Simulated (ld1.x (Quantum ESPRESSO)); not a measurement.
**Pseudopotential generation for Yb (Z = 70): ultrasoft, PBE, scalar-relativistic.**

```
Element                 : Yb (Z = 70)
Generator               : ld1.x (Quantum ESPRESSO) 7.5
Type                    : ultrasoft
Functional              : PBE
Relativity              : scalar-relativistic
Frozen core             : [Kr] 4d10 4f14
Valence charge          : 10
Reference configuration : 5s2 5p6 5d0 6s1 6p1
Partial waves           : 5s (bound): rcut 1.85, rcutus 2.40 bohr; 6s (bound): rcut 1.85, rcutus 2.40 bohr; 5p (bound): rcut 2.20, rcutus 2.85 bohr; 6p (bound): rcut 2.20, rcutus 2.85 bohr; 5d (bound, empty): rcut 2.05, rcutus 2.55 bohr; 5d channel at 0.35 Ry: rcut 2.05, rcutus 2.55 bohr
Local potential         : all-electron potential smoothed inside 2.70 bohr (lloc = -1)
Core correction         : a·sin(br)/r model core inside 2.00 bohr
Augmentation charge     : PSQ, inside the norm-conserving radii
```

All-electron outer shells of the reference configuration (PBE, scalar-relativistic, ld1.x):

```
shell  level (eV)  outermost node (bohr)  outermost maximum (bohr)
   4d     -179.50                   0.24                      0.49
   5s      -56.56                   0.58                      1.07
   5p      -29.05                   0.62                      1.24
   6s       -4.82                   1.46                      3.20
   4f       -4.59                      –                      0.49
   6p       -1.79                   1.80                      4.54
   5d       -1.74                   0.70                      2.02
```

Task: Does the generator finish with these settings?

Result: Yes, a potential is produced and its reference levels are reproduced.

Task: Estimate the cutoffs (Ry, on a coarse ladder) from which the occupation-weighted sum of valence levels, in a spherical-Bessel basis at the reference potential, stays within 10 and 1 mRy of its value at 400 Ry.

Result: 15 Ry and 25 Ry.

Task: What does a ghost test show?

Result: No extra level below or beside the all-electron valence levels (s, p, d, f tested).

Task: Is the overlap operator S = 1 + Σ q|β⟩⟨β| positive definite (Bessel basis up to 400 Ry)?

Result: Yes: its lowest eigenvalue is 0.09 (p channel).

Test run stopped at test 1 of 7 (negative rho).
